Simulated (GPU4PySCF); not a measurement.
3-hexylthiophene (C₁₀H₁₆S), SMILES CCCCCCc1ccsc1.

Geometry: PBE0-D3(BJ)/def2-TZVP. One conformer was computed; it need not be the lowest.

Method: PBE0/def2-TZVPD in GPU4PySCF.

Computed frontier levels, gap, dipole moment and polarisability:
```json
{
 "highest_occupied_level": "-6.66 eV",
 "lowest_empty_level": "-0.26 eV",
 "orbital_gap": "6.40 eV",
 "dipole_moment": "1.08 D",
 "quadrupole, principal values (traceless, Buckingham form, about the centre of nuclear charge)": "-4.23, -2.58, 6.81 D·Å",
 "mean_static_polarisability": "139.7 bohr³ (20.70 Å³)",
 "polarisability_principal_values": "103.6, 133.9, 181.6 bohr³"
}
```
